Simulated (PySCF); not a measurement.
chlorobenzene (C6H5Cl), SMILES Clc1ccccc1. The structure is a stationary point at PBE-D3(BJ)/def2-SVP.

Computed equilibrium geometry at PBE-D3(BJ)/def2-SVP (PySCF confirms it by a frequency run) as bond lengths and angles, and its point group:
point group C2v.
Atoms: Cl1 C2 C3 C4 C5 C6 C7 H8 H9 H10 H11 H12. Bonded distances (Å): Cl1–C2 1.747, C2–C3 1.405, C2–C7 1.405, C3–C4 1.403, C3–H8 1.099, C4–C5 1.404, C4–H9 1.101, C5–C6 1.404, C5–H10 1.100, C6–C7 1.403, C6–H11 1.101, C7–H12 1.099. Angles (°): Cl1–C2–C3 119.5, Cl1–C2–C7 119.5, C3–C2–C7 121.1, C2–C3–C4 119.1, C2–C3–H8 119.7, C4–C3–H8 121.2, C3–C4–C5 120.5, C3–C4–H9 119.3, C5–C4–H9 120.2, C4–C5–C6 119.7, C4–C5–H10 120.2, C6–C5–H10 120.2, C5–C6–C7 120.5, C5–C6–H11 120.2, C7–C6–H11 119.3, C2–C7–C6 119.1, C2–C7–H12 119.7, C6–C7–H12 121.2.
Charge 0, spin multiplicity 1.
